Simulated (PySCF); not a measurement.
Cd(F)(SeH) (CdFHSe), SMILES [F][Cd][SeH].

Coordinates come from a B3LYP-D3(BJ)/def2-TZVP optimisation. The def2 effective core potentials stand for the cores of Cd; spin–orbit coupling is left out. The values are those of a single conformer.

Method: TDDFT-CAM-B3LYP/def2-SVPD in PySCF 2.14.0.

Vertical excitations.  State labels are in the subgroup Cs.

```json
[
 {"state": "S1", "symmetry": "A\"", "energy (eV)": "4.04", "λ (nm)": "307", "f": "0.020", "main pairs": "HOMO→LUMO 98 %"},
 {"state": "S2", "symmetry": "A\"", "energy (eV)": "5.27", "λ (nm)": "235", "f": "0.003", "main pairs": "HOMO→LUMO+1 79 %, HOMO→LUMO+3 18 %"},
 {"state": "S3", "symmetry": "A'", "energy (eV)": "5.78", "λ (nm)": "215", "f": "0.028", "main pairs": "HOMO→LUMO+2 62 %, HOMO−1→LUMO 36 %"},
 {"state": "S4", "symmetry": "A\"", "energy (eV)": "5.80", "λ (nm)": "214", "f": "0.011", "main pairs": "HOMO→LUMO+3 74 %, HOMO→LUMO+1 19 %"},
 {"state": "S5", "symmetry": "A'", "energy (eV)": "6.49", "λ (nm)": "191", "f": "0.011", "main pairs": "HOMO−2→LUMO 94 %"},
 {"state": "S6", "symmetry": "A\"", "energy (eV)": "6.53", "λ (nm)": "190", "f": "0.017", "main pairs": "HOMO−3→LUMO 95 %"},
 {"state": "S7", "symmetry": "A'", "energy (eV)": "6.74", "λ (nm)": "184", "f": "0.430", "main pairs": "HOMO−1→LUMO 40 %, HOMO−1→LUMO+1 23 %, HOMO→LUMO+2 22 %, HOMO−1→LUMO+3 10 %"},
 {"state": "S8", "symmetry": "A'", "energy (eV)": "7.16", "λ (nm)": "173", "f": "0.290", "main pairs": "HOMO−1→LUMO+1 69 %, HOMO−1→LUMO 14 %"},
 {"state": "S9", "symmetry": "A\"", "energy (eV)": "7.31", "λ (nm)": "170", "f": "0.008", "main pairs": "HOMO→LUMO+4 75 %"},
 {"state": "S10", "symmetry": "A\"", "energy (eV)": "7.49", "λ (nm)": "165", "f": "0.043", "main pairs": "HOMO−1→LUMO+2 81 %"},
 {"state": "T1", "symmetry": "A\"", "energy (eV)": "3.67", "λ (nm)": "338", "f": "0", "main pairs": "HOMO→LUMO 97 %"},
 {"state": "T2", "symmetry": "A\"", "energy (eV)": "4.93", "λ (nm)": "251", "f": "0", "main pairs": "HOMO→LUMO+1 48 %, HOMO→LUMO+3 45 %"},
 {"state": "T3", "symmetry": "A'", "energy (eV)": "4.94", "λ (nm)": "251", "f": "0", "main pairs": "HOMO−1→LUMO 93 %"},
 {"state": "T4", "symmetry": "A\"", "energy (eV)": "5.58", "λ (nm)": "222", "f": "0", "main pairs": "HOMO→LUMO+1 50 %, HOMO→LUMO+3 44 %"}
]
```
Triplets are in the Tamm–Dancoff approximation, which puts them higher than full response would, so one can lie above its singlet here.
